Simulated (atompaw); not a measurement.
**Before and after: PAW (atompaw) potential for thallium**

atompaw 4.2.0.5 input, output lines left out:

```
Tl 81
LDA-PW scalarrelativistic loggrid 2001 logderivrange -8 5 326
6 6 5 4 0 0
6 1 1
0 0 0
c
c
c
c
c
v
c
c
c
v
v
c
c
v
c
2
2.45 1.90 1.75 1.30
y
3.9
n
n
y
2.45
n
custom polynom2 7 10 vanderbiltortho besselshape
3 0 troulliermartins
2.45
2.45
1.65
1.50
2.45
1.30
```

All-electron outer shells of the reference configuration (LDA (PW92), scalar-relativistic, ld1.x):

| shell | level (eV) | outermost node (bohr) | outermost maximum (bohr) |
| --- | --- | --- | --- |
| 5s | -131.30 | 0.46 | 0.80 |
| 4f | -114.40 | – | 0.36 |
| 5p | -76.26 | 0.50 | 0.90 |
| 5d | -15.62 | 0.53 | 1.11 |
| 6s | -9.83 | 1.04 | 2.08 |
| 6p | -2.58 | 1.23 | 2.91 |

Change: wave 5d channel at 2.45 Ry: rc 1.30 bohr becomes 5d channel at 4.39 Ry: rc 1.30 bohr.

Cutoffs: the cutoffs (Ry, on a coarse ladder) from which the occupation-weighted sum of valence levels, in a spherical-Bessel basis at the reference potential, stays within 10 and 1 mRy of its value at 400 Ry; they do not see the model core or the augmentation charge, which bear on the density cutoff.

Problem. What does the change do?

Solution. The potential gets neither clearly harder nor softer (40 Ry and 160 Ry → 45 Ry and 160 Ry); the bound ghosts move from d, s to s.

```tsv
quantity	base	changed
cutoff, loose	40 Ry	45 Ry
cutoff, tight	160 Ry	160 Ry
bound ghosts	s, d	s
s: phases at 2.46 bohr within 0.05 rad from the reference energy up to (Ry; the scan ends near 5)	to the end of the scan	to the end of the scan
p: phases at 2.46 bohr within 0.05 rad from the reference energy up to (Ry; the scan ends near 5)	to the end of the scan	to the end of the scan
d: phases at 2.46 bohr within 0.05 rad from the reference energy up to (Ry; the scan ends near 5)	n/a	-0.7
lowest overlap eigenvalue by channel	s 0.80, p 1.00, d 1.00	s 0.80, p 1.00, d 1.00
```

 A true bound ghost makes a file unfit for plane-wave use even where its test errors are small: the radial tests pick states by their node count and pass the ghost by. The cutoffs see the waves, projectors and local potential, not the compensation charge or the core.
